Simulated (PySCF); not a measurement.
Ge(F)3(Et), SMILES C[CH2][Ge]([F])([F])[F] (C₂H₅F₃Ge), PBE0/def2-SVP optimised geometry.

```
11

C     -0.89    -1.30     2.83
C     -1.38    -1.82     1.47
Ge    -0.64    -0.83     0.00
F      1.09    -0.83     0.00
F     -1.10    -1.43    -1.54
F     -1.09     0.83     0.00
H     -1.17    -0.25     2.98
H      0.20    -1.38     2.91
H     -1.33    -1.89     3.64
H     -2.47    -1.75     1.38
H     -1.11    -2.87     1.31
```

Density from PBE0/def2-TZVP run with PySCF 2.14.0 at that geometry.

Minimum of the electron density along straight lines between bonded atoms, close to the bond critical point (lines longer than 1.1 times the sum of covalent radii, or with two minima, are not listed):

```json
[
 {"bond": "C1–C2", "length / Å": "1.525", "ρ at the minimum / e bohr⁻³": "[?]", "∇²ρ there / e bohr⁻⁵": "-0.58", "position (fraction from the first atom)": "0.49"},
 {"bond": "C2–Ge3", "length / Å": "1.922", "ρ at the minimum / e bohr⁻³": "[?]", "∇²ρ there / e bohr⁻⁵": "[?]", "position (fraction from the first atom)": "0.52"},
 {"bond": "Ge3–F4", "length / Å": "1.721", "ρ at the minimum / e bohr⁻³": "0.149", "∇²ρ there / e bohr⁻⁵": "0.87", "position (fraction from the first atom)": "0.48"},
 {"bond": "Ge3–F5", "length / Å": "1.719", "ρ at the minimum / e bohr⁻³": "0.149", "∇²ρ there / e bohr⁻⁵": "0.86", "position (fraction from the first atom)": "0.48"},
 {"bond": "Ge3–F6", "length / Å": "1.721", "ρ at the minimum / e bohr⁻³": "0.149", "∇²ρ there / e bohr⁻⁵": "0.87", "position (fraction from the first atom)": "0.48"},
 {"bond": "C1–H7", "length / Å": "1.100", "ρ at the minimum / e bohr⁻³": "0.274", "∇²ρ there / e bohr⁻⁵": "-0.93", "position (fraction from the first atom)": "0.64"},
 {"bond": "C1–H8", "length / Å": "1.100", "ρ at the minimum / e bohr⁻³": "0.274", "∇²ρ there / e bohr⁻⁵": "-0.93", "position (fraction from the first atom)": "0.64"},
 {"bond": "C1–H9", "length / Å": "1.100", "ρ at the minimum / e bohr⁻³": "0.273", "∇²ρ there / e bohr⁻⁵": "-0.92", "position (fraction from the first atom)": "0.64"},
 {"bond": "C2–H10", "length / Å": "1.102", "ρ at the minimum / e bohr⁻³": "0.271", "∇²ρ there / e bohr⁻⁵": "-0.90", "position (fraction from the first atom)": "0.65"},
 {"bond": "C2–H11", "length / Å": "1.102", "ρ at the minimum / e bohr⁻³": "0.271", "∇²ρ there / e bohr⁻⁵": "-0.90", "position (fraction from the first atom)": "0.65"}
]
```

Task: Complete the blanks.

Result: 
- C1–C2, ρ at the minimum / e bohr⁻³: 0.241
- C2–Ge3, ρ at the minimum / e bohr⁻³: 0.140
- C2–Ge3, ∇²ρ there / e bohr⁻⁵: 0.04
